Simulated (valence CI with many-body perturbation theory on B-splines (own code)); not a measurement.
# Pt XXVIII: calculated level list

Calculated by valence CI with perturbative core correlation (CI+MBPT): five valence electrons over a frozen Dirac-Fock core [Kr] 4d10, radial functions for each j: 7 s, 7 p, 7 d, 7 f, 4 g, 2 h, with the one-electron correlation potential Σ1, the two-electron term Σ2, the three-electron term Σ3, Breit, model QED; selected CI, second order for the rest, scaled by the run's own slope (own B-spline code, finite nucleus).

No measured spectrum was set against this ion. As an estimate, large intervals hold to a few tenths of a per cent, small ones and those within an open d or f shell to about a per cent. Among the levels kept, up to 990 cm⁻¹ of a level comes from second order outside the variational space, and about a tenth of that is noise between levels of different J, which matters for small intervals. Only levels of the ground parity were solved; by the run's estimate the other parity begins above the list, which can be wrong where configurations are misplaced.

Levels 1 to 45 of 194, with energies above the lowest level, 4f5 6H°_5/2. "Leading %" is the weight of the configuration and term that name the level; weights of strongly mixed levels are sums over their largest components and can fall short. In the jj column 3d3/2^4 stands for four electrons in 3d with j = 3/2.

| No. | Configuration | Term | J | E (cm⁻¹) | Leading % | g | Second component | Leading jj |
| --- | --- | --- | --- | --- | --- | --- | --- | --- |
| 1 | 4f5 | 6H° | 5/2 | 0.0 | 57 | 0.467 | 30 % 4f5 4G° | 4f5/2^5 (61 %) |
| 2 | 4f5 | 6H° | 7/2 | 17385 | 75 | 0.874 | 19 % 4f5 4G° | 4f5/2^4 4f7/2 (72 %) |
| 3 | 4f5 | 6F° | 5/2 | 30520 | 37 | 1.077 | 18 % 4f5 4F° | 4f5/2^4 4f7/2 (54 %) |
| 4 | 4f5 | 6H° | 9/2 | 31371 | 82 | 1.062 | 8 % 4f5 4G° | 4f5/2^3 4f7/2^2 (57 %) |
| 5 | 4f5 | 6F° | 3/2 | 32180 | 62 | 0.942 | 21 % 4f5 4F° | 4f5/2^4 4f7/2 (78 %) |
| 6 | 4f5 | 6F° | 1/2 | 34574 | 77 | -0.488 | 19 % 4f5 4D° | 4f5/2^4 4f7/2 (58 %) |
| 7 | 4f5 | 6H° | 11/2 | 41990 | 74 | 1.155 | 12 % 4f5 4I° | 4f5/2^3 4f7/2^2 (46 %) |
| 8 | 4f5 | 6F° | 7/2 | 45359 | 61 | 1.295 | 18 % 4f5 4F° | 4f5/2^3 4f7/2^2 (49 %) |
| 9 | 4f5 | 6H° | 13/2 | 49761 | 58 | 1.189 | 23 % 4f5 4I° | 4f5/2^3 4f7/2^2 (40 %) |
| 10 | 4f5 | 4I° | 15/2 | 51264 | 25 | 1.112 | 25 % 4f5 6H° | 4f5/2^4 4f7/2 (72 %) |
| 11 | 4f5 | 6F° | 9/2 | 57904 | 67 | 1.350 | 12 % 4f5 4F° | 4f5/2^3 4f7/2^2 (42 %) |
| 12 | 4f5 | 6F° | 5/2 | 62775 | 43 | 0.983 | 18 % 4f5 2F° | 4f5/2^3 4f7/2^2 (67 %) |
| 13 | 4f5 | 4M° | 15/2 | 67818 | 38 | 1.051 | 34 % 4f5 6H° | 4f5/2^3 4f7/2^2 (62 %) |
| 14 | 4f5 | 6F° | 11/2 | 68871 | 60 | 1.341 | 24 % 4f5 4G° | 4f5/2^3 4f7/2^2 (36 %) |
| 15 | 4f5 | 4F° | 3/2 | 71477 | 69 | 0.594 | 24 % 4f5 6F° | 4f5/2^3 4f7/2^2 (75 %) |
| 16 | 4f5 | 4I° | 9/2 | 73896 | 59 | 0.849 | 20 % 4f5 2H° | 4f5/2^3 4f7/2^2 (55 %) |
| 17 | 4f5 | 4L° | 13/2 | 74539 | 45 | 0.954 | 21 % 4f5 6H° | 4f5/2^4 4f7/2 (39 %) |
| 18 | 4f5 | 4K° | 11/2 | 75301 | 48 | 0.944 | 18 % 4f5 4I° | 4f5/2^3 4f7/2^2 (42 %) |
| 19 | 4f5 | 4P° | 5/2 | 77728 | 31 | 1.350 | 22 % 4f5 6P° | 4f5/2^3 4f7/2^2 (55 %) |
| 20 | 4f5 | 4G° | 7/2 | 81675 | 43 | 1.042 | 18 % 4f5 6F° | 4f5/2^3 4f7/2^2 (58 %) |
| 21 | 4f5 | 4M° | 17/2 | 84112 | 63 | 1.008 | 18 % 4f5 4L° | 4f5/2^3 4f7/2^2 (95 %) |
| 22 | 4f5 | 2P° | 1/2 | 86411 | 66 | 0.413 | 16 % 4f5 4D° | 4f5/2^3 4f7/2^2 (54 %) |
| 23 | 4f5 | 6P° | 3/2 | 90179 | 49 | 1.947 | 35 % 4f5 4P° | 4f5/2^3 4f7/2^2 (70 %) |
| 24 | 4f5 | 4G° | 9/2 | 94533 | 47 | 1.071 | 30 % 4f5 4H° | 4f5/2^3 4f7/2^2 (80 %) |
| 25 | 4f5 | 4L° | 15/2 | 94751 | 46 | 1.002 | 29 % 4f5 4K° | 4f5/2^3 4f7/2^2 (76 %) |
| 26 | 4f5 | 4M° | 19/2 | 96365 | 59 | 1.058 | 17 % 4f5 2N° | 4f5/2^3 4f7/2^2 (73 %) |
| 27 | 4f5 | 2G° | 7/2 | 97455 | 35 | 0.854 | 34 % 4f5 4H° | 4f5/2^3 4f7/2^2 (46 %) |
| 28 | 4f5 | 4F° | 5/2 | 99381 | 51 | 0.884 | 29 % 4f5 4G° | 4f5/2^2 4f7/2^3 (46 %) |
| 29 | 4f5 | 4I° | 9/2 | 99814 | 26 | 1.041 | 22 % 4f5 2G° | 4f5/2^4 4f7/2 (43 %) |
| 30 | 4f5 | 4H° | 11/2 | 100000 | 36 | 1.104 | 19 % 4f5 4I° | 4f5/2^3 4f7/2^2 (59 %) |
| 31 | 4f5 | 4K° | 13/2 | 101510 | 51 | 0.948 | 18 % 4f5 4L° | 4f5/2^3 4f7/2^2 (70 %) |
| 32 | 4f5 | 4M° | 21/2 | 101570 | 51 | 1.082 | 37 % 4f5 2N° | 4f5/2^3 4f7/2^2 (78 %) |
| 33 | 4f5 | 2K° | 15/2 | 102820 | 27 | 1.078 | 24 % 4f5 6H° | 4f5/2^3 4f7/2^2 (41 %) |
| 34 | 4f5 | 4L° | 17/2 | 104700 | 36 | 1.023 | 34 % 4f5 2M° | 4f5/2^3 4f7/2^2 (85 %) |
| 35 | 4f5 | 4D° | 7/2 | 106880 | 42 | 1.439 | 32 % 4f5 6P° | 4f5/2^3 4f7/2^2 (56 %) |
| 36 | 4f5 | 4I° | 13/2 | 107790 | 45 | 1.068 | 25 % 4f5 2K° | 4f5/2^3 4f7/2^2 (69 %) |
| 37 | 4f5 | 4I° | 11/2 | 108380 | 52 | 0.948 | 27 % 4f5 4K° | 4f5/2^2 4f7/2^3 (66 %) |
| 38 | 4f5 | 6P° | 5/2 | 109080 | 32 | 1.396 | 20 % 4f5 4D° | 4f5/2^3 4f7/2^2 (50 %) |
| 39 | 4f5 | 4H° | 13/2 | 110920 | 25 | 1.077 | 17 % 4f5 2I° | 4f5/2^3 4f7/2^2 (55 %) |
| 40 | 4f5 | 4D° | 3/2 | 113450 | 41 | 1.306 | 14 % 4f5 4P° | 4f5/2^2 4f7/2^3 (46 %) |
| 41 | 4f5 | 4G° | 9/2 | 115080 | 23 | 1.058 | 19 % 4f5 4F° | 4f5/2^3 4f7/2^2 (36 %) |
| 42 | 4f5 | 4G° | 7/2 | 116270 | 58 | 0.982 | 17 % 4f5 4H° | 4f5/2^3 4f7/2^2 (51 %) |
| 43 | 4f5 | 4F° | 7/2 | 118240 | 45 | 1.113 | 17 % 4f5 2G° | 4f5/2^2 4f7/2^3 (48 %) |
| 44 | 4f5 | 2H° | 11/2 | 118950 | 22 | 1.081 | 22 % 4f5 2I° | 4f5/2^3 4f7/2^2 (42 %) |
| 45 | 4f5 | 4G° | 5/2 | 119210 | 61 | 0.766 | 17 % 4f5 2F° | 4f5/2^2 4f7/2^3 (44 %) |

Names give the largest LS component (configuration and term), which can be under half, so a name can repeat, a term be missing and a line seem to break the LS rules; names also repeat where a configuration has a term twice.

Where two levels of one J and parity lie close, their mixing, g and order are uncertain.

The ionisation energy to 4f4 5I_4 of the next ion comes out as 908.05 eV (NIST: 930 ± 50 eV (theoretical)). All 194 levels together are meant to be complete up to 348490 cm⁻¹.
